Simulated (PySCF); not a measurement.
PySCF job for C₃H₃, SMILES [CH2]C#C (connectivity only; charge and spin as stated), charge +1, multiplicity 1, C-PCM-ωB97X/def2-SVP. The structure is a stationary point at PBE0-D3(BJ)/def2-TZVP. The spin state was assumed, not searched. The isomer is the one that the SMILES or the coordinates give; other isomers of the formula were not compared.

```python
import numpy as np
from pyscf import gto, scf, dft
from pyscf.solvent import pcm

mol = gto.M(
    atom='''
    C     0.00000000   -0.00000000    1.32802957
    C     0.00000000    0.00000000    0.10399704
    C     0.00000000    0.00000000   -1.23568887
    H     0.00000000   -0.00000000    2.40405449
    H     0.00000000   -0.93869587   -1.79104049
    H     0.00000000    0.93869586   -1.79104049
    ''',
    basis='def2-SVP',
    charge=1,
    spin=0,
    max_memory=1600,
    verbose=3,
)
mf = dft.RKS(mol, xc='wb97x').density_fit(auxbasis='def2-universal-jkfit')
mf.grids.level = 3
mf.conv_tol = 1e-9
mf.max_cycle = 100
mf.kernel()
res = {}
for name, eps in {'water': 78.355, 'dimethylsulfoxide': 46.826, 'acetone': 20.493}.items():
    s = mf.PCM()
    s.with_solvent.method, s.with_solvent.eps, s.with_solvent.lebedev_order = 'C-PCM', eps, 29
    s.kernel(mf.make_rdm1())
    res[name] = (s.e_tot, eps, s.dip_moment(), s.mo_energy, s.converged)
    print(f'{name}: electrostatic solvation free energy {(s.e_tot - mf.e_tot) * 627.509474:.3f} kcal/mol')
```

Program output:

```
converged SCF energy = -115.555777927123

WARN: PCM is an experimental feature. It is still in testing.
Features and APIs may be changed in the future.

converged SCF energy = -115.65798940588

WARN: System has nonzero charge 1; the dipole moment is origin-dependent.
Location of origin: [0. 0. 0.]

Dipole moment(X, Y, Z, Debye):  0.00000, -0.00000, -0.85897
water: electrostatic solvation free energy -64.139 kcal/mol

WARN: PCM is an experimental feature. It is still in testing.
Features and APIs may be changed in the future.

converged SCF energy = -115.657096888883

WARN: System has nonzero charge 1; the dipole moment is origin-dependent.
Location of origin: [0. 0. 0.]

Dipole moment(X, Y, Z, Debye):  0.00000, -0.00000, -0.85447
dimethylsulfoxide: electrostatic solvation free energy -63.579 kcal/mol

WARN: PCM is an experimental feature. It is still in testing.
Features and APIs may be changed in the future.

converged SCF energy = -115.654247167087

WARN: System has nonzero charge 1; the dipole moment is origin-dependent.
Location of origin: [0. 0. 0.]

Dipole moment(X, Y, Z, Debye):  0.00000, -0.00000, -0.84031
acetone: electrostatic solvation free energy -61.790 kcal/mol
```

The run converged.
